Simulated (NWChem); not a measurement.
Everything below was run with NWChem. System: BrCl3Si, charge 0, spin multiplicity 1, at a geometry optimised with PBE0/def2-SVP. The structure started from a generated list of species. Level: RHF/def2-TZVP.

Output (cleaned and shortened):

```
             Northwest Computational Chemistry Package (NWChem) 7.3.0
             --------------------------------------------------------

                                NWChem Input Module
                                -------------------

 Scaling coordinates for geometry "geometry" by  1.889725989
 (inverse scale =  0.529177249)

 Turning off AUTOSYM since
 SYMMETRY directive was detected!

                             Geometry "geometry" -> ""
                             -------------------------

 Output coordinates in angstroms (scale by  1.889725989 to convert to a.u.)

  No.       Tag          Charge          X              Y              Z
 ---- ---------------- ---------- -------------- -------------- --------------
    1 Cl                  17.0000     1.23302900    -0.78828300     1.66185400
    2 Si                  14.0000     0.41235800     0.06070600     0.00000000
    3 Cl                  17.0000     1.23302900    -0.78828300    -1.66185400
    4 Cl                  17.0000     0.81374300     2.05943600     0.00000000
    5 Br                  35.0000    -1.75798900    -0.25881900     0.00000000

 Effective nuclear repulsion energy (a.u.)     714.3829051548

            Nuclear Dipole moment (a.u.)
            ----------------------------
        X                 Y               Z
 ---------------- ---------------- ----------------
     0.0000264562     0.0000170075     0.0000000000

      Symmetry information
      --------------------

 Group name             Cs
 Group number              2
 Group order               2
 No. of unique centers     4

      Symmetry unique atoms

     1    2    4    5


 Summary of "ao basis" -> "" (spherical)
 ------------------------------------------------------------------------------
       Tag                 Description            Shells   Functions and Types
 ---------------- ------------------------------  ------  ---------------------
 *                         def2-tzvp                  on all atoms

 Summary of "ao basis" -> "ao basis" (spherical)
 ------------------------------------------------------------------------------
       Tag                 Description            Shells   Functions and Types
 ---------------- ------------------------------  ------  ---------------------
 Cl                        def2-tzvp                13       37   5s5p2d1f
 Si                        def2-tzvp                13       37   5s5p2d1f
 Br                        def2-tzvp                16       48   6s5p4d1f

                                 NWChem SCF Module
                                 -----------------

  ao basis        = "ao basis"
  functions       =   196
  atoms           =     5
  closed shells   =    50
  open shells     =     0
  charge          =   0.00
  wavefunction    = RHF
  use symmetry    = T
  symmetry adapt  = T

 Summary of "ao basis" -> "ao basis" (spherical)
 ------------------------------------------------------------------------------
       Tag                 Description            Shells   Functions and Types
 ---------------- ------------------------------  ------  ---------------------
 Cl                        def2-tzvp                13       37   5s5p2d1f
 Si                        def2-tzvp                13       37   5s5p2d1f
 Br                        def2-tzvp                16       48   6s5p4d1f

      Symmetry analysis of basis
      --------------------------

        a'        119
        a"         77

 Forming initial guess at       0.2s

      Superposition of Atomic Density Guess
      -------------------------------------

 Sum of atomic energies:       -4239.66747638

      Non-variational initial energy
      ------------------------------

 Total energy =   -4240.894469
 1-e energy   =   -7314.324885
 2-e energy   =    2359.047511
 HOMO         =      -0.400207
 LUMO         =       0.009775

      Symmetry analysis of molecular orbitals - initial
      -------------------------------------------------

  Numbering of irreducible representations:

     1 a'          2 a"

  Orbital symmetries:

     1 a'          2 a'          3 a'          4 a"          5 a'
     6 a'          7 a'          8 a'          9 a"         10 a'
[...]
      One-electron energy =  -7314.673809891819
      Two-electron energy =   2360.182322566227
 Nuclear repulsion energy =    714.382905154821

        Time for solution =     50.4s

       Symmetry analysis of molecular orbitals - final
       -----------------------------------------------

  Numbering of irreducible representations:

     1 a'          2 a"

  Orbital symmetries:

     1 a'          2 a'          3 a"          4 a'          5 a'
     6 a'          7 a'          8 a"          9 a'         10 a"
    11 a'         12 a'         13 a'         14 a"         15 a'
    16 a'         17 a"         18 a'         19 a'         20 a'
    21 a"         22 a"         23 a'         24 a"         25 a'
    26 a'         27 a'         28 a'         29 a"         30 a'
    31 a"         32 a'         33 a'         34 a"         35 a'
    36 a'         37 a"         38 a'         39 a'         40 a'
    41 a"         42 a'         43 a'         44 a"         45 a'
    46 a"         47 a'         48 a"         49 a"         50 a'
    51 a'         52 a"         53 a'         54 a'         55 a'
    56 a'         57 a"         58 a'         59 a'         60 a'

             Final eigenvalues
             -----------------

              1
    1 -490.0447
    2 -104.8589
    3 -104.8589
    4 -104.8589
    5  -68.9416
    6  -65.1876
    7  -58.5424
    8  -58.5415
    9  -58.5415
   10  -10.5886
   11  -10.5886
   12  -10.5886
   13   -9.8613
   14   -8.0552
   15   -8.0552
   16   -8.0552
   17   -8.0541
   18   -8.0541
   19   -8.0541
   20   -8.0541
   21   -8.0541
   22   -8.0541
   23   -7.4720
   24   -7.4673
   25   -7.4673
   26   -6.2750
   27   -4.3826
   28   -4.3825
   29   -4.3825
   30   -3.2140
   31   -3.2115
   32   -3.2115
   33   -3.2058
   34   -3.2058
   35   -1.1624
   36   -1.1172
   37   -1.1172
   38   -1.0423
   39   -0.7133
   40   -0.5915
   41   -0.5915
   42   -0.5756
   43   -0.5166
   44   -0.5166
   45   -0.4940
   46   -0.4940
   47   -0.4870
   48   -0.4735
   49   -0.4453
   50   -0.4453
   51    0.1040
   52    0.1511
   53    0.1511
   54    0.1548
   55    0.2226
   56    0.2465
   57    0.2594
   58    0.2594
   59    0.2980
   60    0.3029

                       ROHF Final Molecular Orbital Analysis
                       -------------------------------------

 Vector   48  Occ=2.000000D+00  E=-4.734938D-01  Symmetry=a"
              MO Center=  1.1D+00,  1.6D-01, -1.1D-14, r^2= 4.8D+00
   Bfn.  Coefficient  Atom+Function         Bfn.  Coefficient  Atom+Function
  ----- ------------  ---------------      ----- ------------  ---------------
   128      0.330512  4 Cl pz                16     -0.283180  1 Cl py
    90      0.283180  3 Cl py               131      0.213088  4 Cl pz
    19     -0.182572  1 Cl py                93      0.182572  3 Cl py
    17     -0.165258  1 Cl pz                91     -0.165258  3 Cl pz
   125      0.150223  4 Cl pz

 Vector   49  Occ=2.000000D+00  E=-4.453260D-01  Symmetry=a"
              MO Center= -1.1D+00, -3.2D-01,  1.0D-10, r^2= 3.4D+00
   Bfn.  Coefficient  Atom+Function         Bfn.  Coefficient  Atom+Function
  ----- ------------  ---------------      ----- ------------  ---------------
   166      0.498217  5 Br pz               160     -0.318250  5 Br pz
   163      0.279514  5 Br pz               169      0.270166  5 Br pz
    15      0.177016  1 Cl px                89     -0.177016  3 Cl px

 Vector   50  Occ=2.000000D+00  E=-4.453255D-01  Symmetry=a'
              MO Center= -1.2D+00, -2.3D-02, -1.0D-10, r^2= 3.4D+00
   Bfn.  Coefficient  Atom+Function         Bfn.  Coefficient  Atom+Function
  ----- ------------  ---------------      ----- ------------  ---------------
   165      0.492904  5 Br py               159     -0.314856  5 Br py
   162      0.276533  5 Br py               168      0.267285  5 Br py
   126      0.204041  4 Cl px

 Vector   51  Occ=0.000000D+00  E= 1.039977D-01  Symmetry=a'
              MO Center= -2.2D-01, -3.3D-02,  3.2D-15, r^2= 6.0D+00
   Bfn.  Coefficient  Atom+Function         Bfn.  Coefficient  Atom+Function
  ----- ------------  ---------------      ----- ------------  ---------------
    42      1.426698  2 Si s                 41      0.666823  2 Si s
   167     -0.630228  5 Br px               154     -0.500253  5 Br s
   130      0.370085  4 Cl py                40     -0.346569  2 Si s
     5     -0.334816  1 Cl s                 79     -0.334816  3 Cl s
   116     -0.334801  4 Cl s                 20      0.300094  1 Cl pz

 Vector   52  Occ=0.000000D+00  E= 1.511109D-01  Symmetry=a"
              MO Center=  1.8D-01,  1.4D-01,  5.9D-10, r^2= 5.1D+00
   Bfn.  Coefficient  Atom+Function         Bfn.  Coefficient  Atom+Function
  ----- ------------  ---------------      ----- ------------  ---------------
    57      1.172386  2 Si pz                 5     -0.523451  1 Cl s
    79      0.523451  3 Cl s                 54      0.453034  2 Si pz
   169     -0.379753  5 Br pz               131     -0.351660  4 Cl pz
    19     -0.251124  1 Cl py                93      0.251124  3 Cl py
    18      0.243215  1 Cl px                92     -0.243215  3 Cl px

 Vector   53  Occ=0.000000D+00  E= 1.511111D-01  Symmetry=a'
              MO Center=  2.1D-01, -8.2D-02, -5.1D-10, r^2= 5.1D+00
   Bfn.  Coefficient  Atom+Function         Bfn.  Coefficient  Atom+Function
  ----- ------------  ---------------      ----- ------------  ---------------
    56      1.159918  2 Si py               116     -0.604499  4 Cl s
    53      0.448210  2 Si py               168     -0.375696  5 Br py
   130      0.335060  4 Cl py                 5      0.302152  1 Cl s
    79      0.302152  3 Cl s                 20     -0.283812  1 Cl pz
    94      0.283812  3 Cl pz                19     -0.202962  1 Cl py

 center of mass
 --------------
 x =  -0.12667690 y =  -0.01864979 z =   0.00000000

 moments of inertia (a.u.)
 ------------------
        1393.993437372342         -98.370288165500           0.000000000000
         -98.370288165500        2047.727044545963           0.000000000000
           0.000000000000           0.000000000000        2062.210820106605

  Mulliken analysis of the total density
  --------------------------------------

    Atom       Charge   Shell Charges
 -----------   ------   -------------------------------------------------------
    1 Cl  17    17.24   2.01  0.45  1.52  1.09  0.86  4.18  1.69  1.07  2.90  1.44  0.01  0.03  0.00
    2 Si  14    13.08   2.00  0.58  1.39  0.81  0.05  4.12  1.73  0.49  1.07  0.04  0.25  0.46  0.11
    3 Cl  17    17.24   2.01  0.45  1.52  1.09  0.86  4.18  1.69  1.07  2.90  1.44  0.01  0.03  0.00
    4 Cl  17    17.24   2.01  0.45  1.52  1.09  0.86  4.18  1.69  1.07  2.90  1.44  0.01  0.03  0.00
    5 Br  35    35.21   2.00  2.00  1.16  0.78  0.99  0.99  6.00  5.94  1.25  2.86  1.19  8.98  1.02 -0.01  0.04  0.00

       Multipole analysis of the density wrt the origin
       ------------------------------------------------

     L   x y z        total         open         nuclear
     -   - - -        -----         ----         -------
     0   0 0 0      0.000000      0.000000    100.000000

     1   1 0 0     -0.056538      0.000000      0.000026
     1   0 1 0     -0.008327      0.000000      0.000017
     1   0 0 1      0.000000      0.000000      0.000000

     2   2 0 0    -50.940064      0.000000    619.573273
     2   1 1 0      0.083669      0.000000     41.844983
     2   1 0 1      0.000000      0.000000      0.000000
     2   0 2 0    -51.496124      0.000000    341.483430
     2   0 1 1      0.000000      0.000000      0.000000
     2   0 0 2    -51.508438      0.000000    335.322212

 Task  times  cpu:       61.4s     wall:       61.4s

 Total times  cpu:       61.4s     wall:       61.4s
```

Q: Write an NWChem input that would produce this output.

A: One answer among several that fit: 
```
start mol
memory heap 200 mb stack 800 mb global 1000 mb
geometry units angstroms nocenter noautoz
  Cl     1.233029    -0.788283     1.661854
  Si     0.412358     0.060706     0.000000
  Cl     1.233029    -0.788283    -1.661854
  Cl     0.813743     2.059436     0.000000
  Br    -1.757989    -0.258819     0.000000
  symmetry group Cs
end
basis spherical
  * library def2-tzvp
end
scf
  rhf
  nopen 0
  maxiter 100
  thresh 1e-7
  semidirect memsize 60000000 filesize 0
end
task scf energy
```
